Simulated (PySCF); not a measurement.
# Carbon: a sound run and one with changed settings

Sound run: C+ [He] 2s2 2p1, C(2+) [He] 2s2. Computed with PySCF 2.14 in def2-SVP (3s2p1d, 14 functions), with the non-relativistic Hamiltonian (point nucleus). In the sound run the correlated levels freeze 1s2. The sound run starts from symmetry-adapted Hartree-Fock orbitals and uses a fine grid where one is needed.

Changed run: a valence shell is frozen. This setting is unsound on purpose.

Ionisation energy of C+:

```tsv
method	sound run (eV)	changed run (eV)
UHF	24.309	24.309
MP2	24.355	24.309
SCS-MP2	24.309	24.309
CCSD	24.133	24.309
CCSD(T)	24.153	24.309
CCSDT	n/a	24.309
FCI	n/a	24.309
```

Freezing a valence shell removes pair correlation that changes on ionisation.

For comparison, NIST gives 24.383 eV between the lowest levels.
